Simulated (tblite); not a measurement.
C5H9OPSi.
Atom-mapped SMILES: `[CH3:1][c:2]1[cH:3][cH:4][o:5][c:6]1[SiH2:7][PH2:8]` (hydrogens: H9, H10, H11 on C1; H12 on C3; H13 on C4; H14, H15 on Si7; H16, H17 on P8)

Computed with GFN2-xTB (tblite), gas phase: L-BFGS steps from a force-field or distance-geometry start until the largest atomic force falls under 0.01 eV/Å.

Step 104: E = -642.0378 eV
```
atom  x, y, z in Å  |  force x, y, z in eV/Å
C1     -0.4836   -1.8124   -0.7265   -0.024  -0.039  -0.006
C2     -0.9526   -0.5101   -0.1917   -0.003   0.004  -0.015
C3     -2.2463   -0.2022    0.2989    0.001   0.042  -0.035
C4     -2.2034    1.1088    0.6608   -0.024   0.015   0.025
O5     -0.9908    1.6265    0.4374   -0.027   0.039  -0.007
C6     -0.2145    0.6425   -0.0885   -0.011   0.015   0.062
Si7     1.5533    1.1149   -0.4905   -0.071  -0.009  -0.005
P8      2.9612   -0.3045    0.5416   -0.018  -0.042   0.022
H9      0.5950   -1.7742   -0.8544    0.059  -0.103  -0.036
H10    -0.9533   -2.0242   -1.6880    0.043   0.020   0.011
H11    -0.7436   -2.6220   -0.0461    0.039   0.005   0.005
H12    -3.0875   -0.8633    0.3640    0.035   0.014   0.004
H13    -2.9457    1.7608    1.0759   -0.036   0.016   0.027
H14     1.7038    2.5082   -0.0647    0.022   0.012  -0.013
H15     1.7894    0.9760   -1.9348    0.046   0.006   0.039
H16     3.8899    0.6472    0.9260   -0.046  -0.005  -0.046
H17     2.3218   -0.2598    1.7709    0.015   0.011  -0.031
```

Step 105: E = -642.0392 eV
```
atom  x, y, z in Å  |  force x, y, z in eV/Å
C1     -0.4818   -1.8107   -0.7268    0.046  -0.042   0.051
C2     -0.9522   -0.5100   -0.1877    0.020   0.009  -0.041
C3     -2.2473   -0.2021    0.2986    0.002   0.028  -0.046
C4     -2.2068    1.1080    0.6619   -0.001   0.034   0.027
O5     -0.9934    1.6260    0.4433   -0.010   0.058  -0.012
C6     -0.2147    0.6434   -0.0818   -0.025   0.004   0.061
Si7     1.5526    1.1152   -0.4890   -0.077  -0.038  -0.006
P8      2.9587   -0.3090    0.5398    0.020   0.006   0.000
H9      0.5997   -1.7743   -0.8525   -0.025  -0.087  -0.044
H10    -0.9525   -2.0206   -1.6873    0.046   0.016  -0.008
H11    -0.7395   -2.6224   -0.0470    0.030   0.015  -0.007
H12    -3.0908   -0.8593    0.3577    0.018  -0.021   0.009
H13    -2.9512    1.7589    1.0745   -0.036   0.020   0.030
H14     1.7078    2.5096   -0.0721    0.021   0.024   0.001
H15     1.7924    0.9719   -1.9320    0.034   0.006   0.031
H16     3.8870    0.6461    0.9212   -0.048  -0.032  -0.058
H17     2.3252   -0.2588    1.7693   -0.015   0.002   0.013
```

Step 106: E = -642.0405 eV
```
atom  x, y, z in Å  |  force x, y, z in eV/Å
C1     -0.4826   -1.8140   -0.7255    0.053  -0.030   0.024
C2     -0.9524   -0.5116   -0.1868    0.021   0.011  -0.051
C3     -2.2492   -0.2007    0.2934    0.005   0.006  -0.041
C4     -2.2097    1.1081    0.6604    0.006   0.040   0.011
O5     -0.9949    1.6245    0.4464    0.004   0.064  -0.005
C6     -0.2147    0.6412   -0.0757   -0.019   0.018   0.041
Si7     1.5512    1.1176   -0.4835   -0.049  -0.036  -0.005
P8      2.9550   -0.3175    0.5367   -0.018   0.071   0.091
H9      0.6000   -1.7803   -0.8548   -0.080  -0.068  -0.052
H10    -0.9606   -2.0271   -1.6840    0.087   0.027   0.052
H11    -0.7351   -2.6231   -0.0407    0.015   0.010  -0.012
H12    -3.0941   -0.8552    0.3467   -0.008  -0.049   0.012
H13    -2.9564    1.7589    1.0700   -0.019   0.012   0.024
H14     1.7065    2.5129   -0.0637    0.016  -0.006   0.004
H15     1.8017    0.9852   -1.9264    0.014   0.002   0.037
H16     3.8918    0.6372    0.9005   -0.038  -0.050  -0.074
H17     2.3366   -0.2440    1.7772    0.009  -0.022  -0.057
```

Problem. Estimate the geometry and energy of step 107. (The exact step hangs on the optimiser's Hessian estimate; all steps are aligned on step 106, rigid shifts and turns removed.)

Solution. E = -642.0419 eV, largest force 0.103 eV/Å
```
atom  x, y, z in Å  |  force x, y, z in eV/Å
C1     -0.4810   -1.8129   -0.7239    0.035  -0.011   0.025
C2     -0.9513   -0.5093   -0.1865    0.018   0.011  -0.033
C3     -2.2492   -0.1997    0.2916   -0.011  -0.016  -0.031
C4     -2.2126    1.1080    0.6629   -0.006   0.037  -0.012
O5     -0.9988    1.6272    0.4497    0.015   0.042   0.011
C6     -0.2161    0.6445   -0.0701   -0.003   0.027   0.005
Si7     1.5487    1.1184   -0.4823   -0.013  -0.033   0.013
P8      2.9523   -0.3205    0.5346    0.013   0.087   0.002
H9      0.6015   -1.7857   -0.8504   -0.056  -0.040  -0.054
H10    -0.9565   -2.0237   -1.6842    0.083   0.019   0.058
H11    -0.7358   -2.6210   -0.0393   -0.004   0.004  -0.011
H12    -3.0923   -0.8570    0.3415   -0.013  -0.042   0.017
H13    -2.9624    1.7562    1.0722   -0.004   0.005   0.018
H14     1.7102    2.5161   -0.0716    0.011  -0.015   0.015
H15     1.8101    0.9824   -1.9216   -0.003  -0.001   0.009
H16     3.8877    0.6356    0.8961   -0.026  -0.052  -0.072
H17     2.3388   -0.2467    1.7715   -0.037  -0.022   0.040
```

The energy changes by -0.0014 eV. The first-order estimate −F·Δx gives -0.0022 eV and the mean of the old and new forces, exact on a quadratic surface, -0.0014 eV. The step makes an angle of 71° with the force vector and moves no atom by more than 0.010 Å.

The cost below is that of the whole relaxation. The run took 2.5 s on one thread, Arm Neoverse N1 (aarch64), shared host.
